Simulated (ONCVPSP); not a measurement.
# Which change was made? (Ce, ONCV)

ONCVPSP 4.0.1 input, shortened (lines: element, Z, core and valence counts, functional; n l f; lmax; l rc ep ncon nbas qcut; lloc lpopt rc5 dvloc0; l nproj debl; icmod fcfact rcfact), LDA (Perdew-Wang 92), fully relativistic:

```
  Ce 58.00    9    4  -001012      upf
    1    0    2.00
    2    0    2.00
    2    1    6.00
    3    0    2.00
    3    1    6.00
    3    2   10.00
    4    0    2.00
    4    1    6.00
    4    2   10.00
    4    3    2.00
    5    0    2.00
    5    1    6.00
    6    0    2.00
    3
    0    2.60    0.00    3    7    4.10
    1    1.95    0.00    4    8    3.90
    2    2.15    0.34    3    7    3.70
    3    1.75    0.00    4    9    8.30
    4    5    1.40    0.00
    0    3    2.00
    1    2    1.20
    2    1    0.90
    3    2    3.20
    0    0.00    0.00
```

Open shells are filled in proportion to 2j + 1.

In the d channel the program set the typed energies aside and used 0.050 Ha (j = l + 1/2; the other j can differ).

Cutoffs, loose and tight: the cutoffs (Ha) at which the residual kinetic energy of the hardest occupied pseudo-wave falls to 1 and 0.1 mHa per electron. They do not see the model core or the augmentation charge, which bear on the density cutoff. Test errors are all-electron minus pseudo excitation energies from the reference, over the configurations 4f1 5s2 5p6 5d1 6s2; 4f1 5s2 5p6 5d1 6s1; 4f1 5s2 5p6 5d1 6s0; 4f0 5s2 5p6 5d2 6s1; variants that change the core or the reference have their own tests.

The base gives: outcome: generated, projector energies reset by the program; cutoff, loose: 35 Ha; cutoff, tight: 212 Ha; bound ghosts: none; GHOST(+) flags above zero: s, p3/2, p1/2; largest test error (meV): tests left out (the all-electron energies of this program are off by 10 to 40 meV for near-neutral 4f atoms).

Q: After one change the result is: outcome: generated, projector energies reset by the program; bound ghosts: s, d5/2, d3/2; GHOST(+) flags above zero: p3/2, p1/2; largest test error (meV): tests left out (the all-electron energies of this program are off by 10 to 40 meV for near-neutral 4f atoms). Which change was it?
A. reference 4f1 5s2 5p6 5d1 6s2; wave d scattering state at 0.34 Ha: rc 2.15 bohr, ncon 3, nbas 7, qcut 3.7 1/bohr, 1 projector becomes 5d: rc 2.15 bohr, ncon 3, nbas 7, qcut 3.7 1/bohr, 1 projector
B. s: nproj 2
C. all radii scaled by about 0.78 (s 2.04, p 1.52, d 1.68, f 1.38 bohr); local potential polynomial inside 1.10 bohr (lpopt 5, dvloc0 0 Ha)

A: C. The others give: s: nproj 2 → outcome: generated, projector energies reset by the program; cutoff, loose: 35 Ha; cutoff, tight: 212 Ha; bound ghosts: s; GHOST(+) flags above zero: p3/2, p1/2; largest test error (meV): tests left out (the all-electron energies of this program are off by 10 to 40 meV for near-neutral 4f atoms) | reference 4f1 5s2 5p6 5d1 6s2; wave d scattering state at 0.34 Ha: rc 2.15 bohr, ncon 3, nbas 7, qcut 3.7 1/bohr, 1 projector becomes 5d: rc 2.15 bohr, ncon 3, nbas 7, qcut 3.7 1/bohr, 1 projector → outcome: generated; cutoff, loose: 35 Ha; cutoff, tight: 106 Ha; bound ghosts: none; GHOST(+) flags above zero: s, p3/2, p1/2; largest test error (meV): -4.1.
